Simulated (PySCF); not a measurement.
Ge(H)(OH)2(OMe) (CH6GeO3), SMILES [O]([GeH]([OH])[OH])C. Atoms are numbered in the order given.

```xyz
11

Ge     0.2901    -0.0032     0.3664
O      1.5631     1.1748     0.0132
O      0.7793    -1.6159    -0.1837
O     -1.0806     0.6095    -0.5898
C     -2.3049    -0.0921    -0.6474
H     -0.0305    -0.1501     1.8553
H      1.2223     1.8826    -0.5524
H      1.2194    -1.5931    -1.0447
H     -2.9913     0.4592    -1.3098
H     -2.7885    -0.1761     0.3454
H     -2.1808    -1.1136    -1.0525
```

Geometry: B3LYP-D3(BJ)/def2-SVP. This is a generated structure with no PubChem entry under its InChIKey; it may be hypothetical. The values are those of a single conformer.

The numbers are results of TDA-CAM-B3LYP/def2-SVPD in PySCF, not measurements.

Vertical excitations. Isolated molecule, no solvent.

```
state  energy (eV)  λ (nm)      f                                                                 main pairs
-----  -----------  ------  -----  -------------------------------------------------------------------------
S1            7.30     170  0.005                                           HOMO→LUMO 69 %, HOMO→LUMO+3 14 %
S2            7.69     161  0.065                                         HOMO−1→LUMO 62 %, HOMO−2→LUMO 10 %
S3            7.84     158  0.019       HOMO→LUMO+1 39 %, HOMO−2→LUMO 25 %, HOMO−1→LUMO 9 %, HOMO−3→LUMO 7 %
S4            7.90     157  0.064                          HOMO→LUMO+1 36 %, HOMO−2→LUMO 31 %, HOMO→LUMO 8 %
S5            8.14     152  0.012                                                           HOMO→LUMO+2 60 %
S6            8.22     151  0.029    HOMO−3→LUMO 28 %, HOMO−1→LUMO+2 21 %, HOMO→LUMO+2 12 %, HOMO−1→LUMO 8 %
S7            8.34     149  0.036        HOMO→LUMO+3 50 %, HOMO→LUMO+4 14 %, HOMO→LUMO+2 10 %, HOMO→LUMO 8 %
S8            8.46     146  0.033                                                         HOMO−1→LUMO+1 74 %
S9            8.71     142  0.048  HOMO−1→LUMO+2 25 %, HOMO−2→LUMO+1 15 %, HOMO−3→LUMO 12 %, HOMO−4→LUMO 8 %
S10           8.82     141  0.046  HOMO−2→LUMO+1 23 %, HOMO−4→LUMO 20 %, HOMO−3→LUMO 12 %, HOMO−2→LUMO+2 9 %
T1            6.88     180      0                                           HOMO→LUMO 57 %, HOMO→LUMO+3 25 %
T2            7.11     174      0                                         HOMO−1→LUMO 42 %, HOMO−2→LUMO 26 %
T3            7.31     170      0    HOMO−2→LUMO 33 %, HOMO−3→LUMO 15 %, HOMO−1→LUMO 12 %, HOMO−1→LUMO+1 8 %
T4            7.70     161      0  HOMO−3→LUMO 32 %, HOMO−1→LUMO+3 21 %, HOMO−1→LUMO+2 11 %, HOMO−2→LUMO 7 %
```
Triplets are in the Tamm–Dancoff approximation.
